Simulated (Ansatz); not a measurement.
A nudged elastic band was laid between two geometries of C2H2AlCl (6 atoms, charge 0, multiplicity 1).

All numbers below come from Ansatz, RHF/def2-TZVP.

```
movable images  : 5
climbing image  : yes
spring          : 5.0 eV/Å²
optimiser       : quadratic models (default)
start path      : through a guess of the saddle point
force threshold : 0.03 eV/Å
iteration limit : 60
end points      : relaxed
```

Image 0:

```xyz
6
Properties=species:S:1:pos:R:3
C 0.272 0.893 -1.633
C 0.122 0.347 -0.583
Al -0.094 -0.491 1.111
Cl -1.129 -2.309 1.195
H 0.403 1.373 -2.565
H 0.468 0.123 2.429
```

Image 6:

```xyz
6
Properties=species:S:1:pos:R:3
C 0.123 0.348 -0.583
C 0.272 0.893 -1.633
Al -0.094 -0.491 1.111
Cl -1.129 -2.310 1.195
H 0.402 1.373 -2.565
H 0.468 0.124 2.429
```

What changes between the two ends?

Bonds broken: C1–H5, C2–Al3. Bonds formed: C1–Al3, C2–H5.  The two ends are copies of one structure, up to a mirror image or an exchange of like atoms.

What energy profile does the band end with?

It converged. The highest image is number 1 of 0 to 6, 194.4 kJ/mol above the ends, which have the same energy within 2 meV. Neighbouring images differ by up to 2.0 eV, so the band resolves the path poorly. A vibrational analysis at the climbing image gives one clearly imaginary mode, 990i cm⁻¹: a first-order saddle point. The orbitals stay closed-shell, which can raise the energy where a bond breaks towards radicals; this wasn't checked here.

```json
{"image": "0", "path coordinate (Å)": "0.00", "energy (kJ/mol)": "0.0", "C1–H5 (Å)": "1.06", "C2–Al3 (Å)": "1.90", "C1–Al3 (Å)": "3.09"}
{"image": "1", "path coordinate (Å)": "1.43", "energy (kJ/mol)": "194.4", "C1–H5 (Å)": "1.17", "C2–Al3 (Å)": "1.92", "C1–Al3 (Å)": "3.17"}
{"image": "2", "path coordinate (Å)": "2.27", "energy (kJ/mol)": "151.9", "C1–H5 (Å)": "1.93", "C2–Al3 (Å)": "1.94", "C1–Al3 (Å)": "2.91"}
{"image": "3", "path coordinate (Å)": "3.11", "energy (kJ/mol)": "116.4", "C1–H5 (Å)": "2.26", "C2–Al3 (Å)": "2.13", "C1–Al3 (Å)": "2.15"}
{"image": "4", "path coordinate (Å)": "3.94", "energy (kJ/mol)": "54.5", "C1–H5 (Å)": "2.25", "C2–Al3 (Å)": "2.63", "C1–Al3 (Å)": "1.89"}
{"image": "5", "path coordinate (Å)": "4.78", "energy (kJ/mol)": "15.0", "C1–H5 (Å)": "2.25", "C2–Al3 (Å)": "2.99", "C1–Al3 (Å)": "1.89"}
{"image": "6", "path coordinate (Å)": "5.62", "energy (kJ/mol)": "0.0", "C1–H5 (Å)": "2.25", "C2–Al3 (Å)": "3.09", "C1–Al3 (Å)": "1.90"}
```

What is the geometry of the highest image?


```xyz
6
Properties=species:S:1:pos:R:3
C -0.124 0.844 -1.955
C -0.109 0.311 -0.833
Al -0.061 -0.499 0.912
Cl -1.636 -1.767 1.404
H 0.854 1.243 -1.455
H 1.117 -0.197 1.882
```

Time of the run: 6.7 min on 2 threads of Intel(R) Xeon(R) Platinum 8259CL CPU @ 2.50GHz (Skylake/Cascade Lake) (shared host), peak memory 0.39 GiB.
